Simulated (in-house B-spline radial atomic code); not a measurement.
## Removing one electron from the molybdenum ion Mo³²⁺

Closed shell [He] 2s2 2p6. Computed with an all-electron radial atomic-structure program (B-spline basis): Koopmans values of Dirac-Hartree-Fock plus a diagonal self-energy, in second order or with its direct term screened (direct RPA, with the hole-particle interaction, or full time-dependent Hartree-Fock), linearised in energy; no-pair Dirac-Coulomb Hamiltonian, finite nucleus. Shifts add to the Koopmans value (the ΔSCF shift is orbital relaxation alone); the final value takes TDHF screening with Breit and QED.

Command:
```bash
python run_mb.py task.json out
```
Settings (nuclear radius in fm, box in bohr, cutoff in hartree):
```
basis_form          2
Z                   42
core_configuration  [He] 2s2 2p6
rms_radius          4.4091
mass_number         98
speed_of_light      137.036
box_radius          3.424
lmax                7
intervals           58
virtual_cutoff      7056.0
```

Cost of the run: 3 s on 1 thread of Intel(R) Xeon(R) Platinum 8488C, with other jobs on the host.

Energies in eV:

| subshell | Koopmans | ΔSCF shift | second order | direct RPA | hole-particle | TDHF | Breit + QED | final |
| --- | --- | --- | --- | --- | --- | --- | --- | --- |
| 2p3/2 | 4260.23 | -3.045 | ? | ? | ? | ? | ? | ? |
| 2p1/2 | 4372.03 | -3.347 | -1.831 | -1.445 | -1.666 | -1.700 | -5.478 | 4364.85 |
| 2s1/2 | 4592.66 | -2.198 | -2.942 | -2.470 | -2.744 | -2.783 | -5.629 | 4584.25 |

(1) What does the self-energy do to 2p3/2?

Answers

(1) It shifts the removal energy by -1.564 eV in second order, -1.223 with direct RPA, -1.421 with the hole-particle term and -1.450 with TDHF screening (quasi-particle weight 0.999); Breit and QED add -3.815 eV. The final value is 4254.96 eV, against 4259 ± 2.4 eV (NIST, semi-empirical).
